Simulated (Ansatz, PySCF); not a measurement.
C2H7OSi, SMILES C[SiH](C)[O] (connectivity only; charge and spin as stated), charge -1, multiplicity 1. Atoms are numbered in the order given.

```xyz
11

C     -1.3712    -1.0773    -0.1287
Si    -0.0396     0.3127    -0.2164
C      1.6186    -0.6571    -0.0645
O     -0.2315     1.5223     0.8011
H     -1.1891    -1.8611    -0.8860
H     -1.3740    -1.5544     0.8665
H     -2.3777    -0.6622    -0.3016
H     -0.0586     0.6762    -1.7099
H      1.7094    -1.1237     0.9315
H      2.4781     0.0210    -0.1940
H      1.6930    -1.4540    -0.8263
```
Charge -1, spin multiplicity 1.

Geometry: B3LYP-D3(BJ)/def2-SVPD. The spin state was assumed, not searched. The isomer is the one that the SMILES or the coordinates give; other isomers of the formula were not compared.

Two levels are set side by side: PBE-D3(BJ)/def2-SVPD (Ansatz, a program for electronic structure) and B3LYP-D3(BJ)/def2-SVPD (Ansatz). Each level has its own optimised geometry; the coordinates shown are those of the second. Frequencies come from the Hessian of PySCF at each geometry. Differences are taken from unrounded values.

```tsv
quantity	B3LYP-D3(BJ)	PBE-D3(BJ)	PBE-D3(BJ) minus B3LYP-D3(BJ)
mean bond length (Å)	1.361	1.369	0.009
bond C1–Si2 (Å)	1.927	1.934	0.007
bond Si2–C3 (Å)	1.927	1.934	0.007
bond Si2–O4 (Å)	1.592	1.607	0.014
bond C1–H5 (Å)	1.105	1.112	0.007
bond C1–H6 (Å)	1.104	1.111	0.007
bond C1–H7 (Å)	1.102	1.110	0.007
bond Si2–H8 (Å)	1.537	1.553	0.016
bond C3–H9 (Å)	1.104	1.111	0.007
bond C3–H10 (Å)	1.102	1.110	0.007
bond C3–H11 (Å)	1.105	1.112	0.007
highest harmonic wavenumber (cm⁻¹)	3071	3029	-43
mean harmonic wavenumber (cm⁻¹)	1339	1302	-36
zero-point energy (kcal/mol)	51.68	50.27	-1.40
```

Exact exchange shortens and stiffens bonds; PBE has none. Differences between two approximate levels are no errors against the true value.
